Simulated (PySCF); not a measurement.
Compound: BrGeH4P.
SMILES: `[PH2][GeH2][Br]`

Jobs on this species (7 atoms, 86 electrons) with PySCF (density fitting). Hardware of each: an Arm Neoverse V2 with one thread, on a shared host. The host was shared with other jobs, so the times are rough. Peak memory is the resident size of the whole Python process, interpreter and libraries included.

Task: Rank these jobs by wall time, shortest first.
A. PBE0-D3(BJ)/def2-SVP, grid level 1; geometry optimisation from a GFN2-xTB start shaken at random; 102 basis functions
B. delta-SCF UKS PBE0, pcX-2 on the ionised atom, pcseg-1 elsewhere, spin-free X2C; ΔSCF core ionisation, 2 holes; 134 basis functions
C. delta-SCF UKS PBE, pcX-2 on the ionised atom, pcseg-1 elsewhere, spin-free X2C; ΔSCF core ionisation, 2 holes; 134 basis functions

Result: C (4.7 s), B (12 s), A (38 s).

All jobs:

| level and settings | work | basis functions | SCF cycles | wall time | peak memory |
| --- | --- | --- | --- | --- | --- |
| delta-SCF UKS PBE, pcX-2 on the ionised atom, pcseg-1 elsewhere, spin-free X2C | ΔSCF core ionisation, 2 holes | 134 | 28 | 4.7 s | 0.44 GiB |
| delta-SCF UKS SCAN, pcX-1 on the ionised atom, pcseg-1 elsewhere, spin-free X2C | ΔSCF core ionisation, 2 holes | 114 | 28 | 5.3 s | 0.44 GiB |
| delta-SCF UKS SCAN, def2-TZVP on the ionised atom, pcseg-1 elsewhere, spin-free X2C | ΔSCF core ionisation, 2 holes | 111 | 28 | 6.1 s | 0.44 GiB |
| delta-SCF UKS SCAN, pcX-2 on the ionised atom, pcseg-1 elsewhere, non-relativistic | ΔSCF core ionisation, 2 holes | 134 | 29 | 6.5 s | 0.44 GiB |
| delta-SCF UKS SCAN, pcX-2 on the ionised atom, pcseg-1 elsewhere, spin-free X2C | ΔSCF core ionisation, 2 holes | 134 | 28 | 6.8 s | 0.44 GiB |
| delta-SCF UKS HF, pcX-2 on the ionised atom, pcseg-1 elsewhere, spin-free X2C | ΔSCF core ionisation, 2 holes | 134 | 25 | 9.2 s | 0.44 GiB |
| delta-SCF UKS PBE0, pcX-2 on the ionised atom, pcseg-1 elsewhere, spin-free X2C | ΔSCF core ionisation, 2 holes | 134 | 24 | 12 s | 0.44 GiB |
| delta-SCF UKS B3LYP, pcX-2 on the ionised atom, pcseg-1 elsewhere, spin-free X2C | ΔSCF core ionisation, 2 holes | 134 | 25 | 13 s | 0.44 GiB |
| PBE0-D3(BJ)/def2-SVP, grid level 1 | geometry optimisation from a GFN2-xTB start shaken at random | 102 | 46 | 38 s | 0.43 GiB |

Task: What do all jobs in the table cost together?

Result: About 1.7 min; the longest takes about 37 % of that, and about 8.1 times as long as the shortest.
